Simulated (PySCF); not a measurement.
# Bond curve of TlN

Set-up: Tl def2-SVP with ECP60, N def2-SVP; scalar-relativistic core potentials (PySCF 2.14). Energies in eV from Tl + N in their ground configurations at the same level. State: ³Σ⁻ (triplet), unpaired electrons π ↑↑.

Curves on a restricted Hartree–Fock reference rise too fast on stretching and do not dissociate correctly.

```
R (Å)  ROHF-SCS-MP2  ROHF-CCSD  r²SCAN
2.002       -0.1221             -0.787
2.095       -0.5024    -0.4795  -1.164
2.188       -0.7092    -0.6944  -1.372
2.258       -0.7815    -0.7748  -1.449
2.328       -0.8013    -0.8042  -1.474
2.398       -0.7813    -0.7960  -1.461
2.491       -0.7100    -0.7439  -1.401
2.607       -0.5738    -0.6385  -1.287
2.747       -0.3728    -0.4862  -1.126
2.933       -0.0820             -0.919
```

Problem. Put a parabola through the three lowest points of the ROHF-SCS-MP2 curve and estimate Re, k and ωe (reduced mass 13.11 u; 1 eV/Å² = 0.16022 mdyn/Å; ωe = 1302.8·√(k/μ) cm⁻¹).

Solution. Through R = 2.258, 2.328, 2.398 Å the second-order coefficient is 4.06 eV/Å², so Re ≈ 2.328 Å, k ≈ 1.30 mdyn/Å and ωe ≈ 410 cm⁻¹. A polynomial fit of higher order to the unrounded ROHF-SCS-MP2 energies gives Re = 2.324 Å, k = 1.32 mdyn/Å, ωe = 413 cm⁻¹; anharmonicity and rounding make the difference.

The higher-order fit for each curve: ROHF-SCS-MP2: Re = 2.324 Å, ωe = 413 cm⁻¹, De = 0.80 eV; ROHF-CCSD: Re = 2.345 Å, ωe = 385 cm⁻¹, De = 0.81 eV; r²SCAN: Re = 2.336 Å, ωe = 395 cm⁻¹, De = 1.47 eV.

Correlated steps freeze 5 core orbitals. Correlated levels converge slowly with the basis: in double zeta they bind strong bonds too weakly, by up to about 1 eV, and carry superposition errors of some tenths. ⟨S²⟩ of the unrestricted solution departs from its pure value on part of the curve, where spin states mix. Spin–orbit coupling is left out, which matters for elements this heavy, above all for dissociation energies. The state was picked by a PBE0 search and need not be the measured ground state.
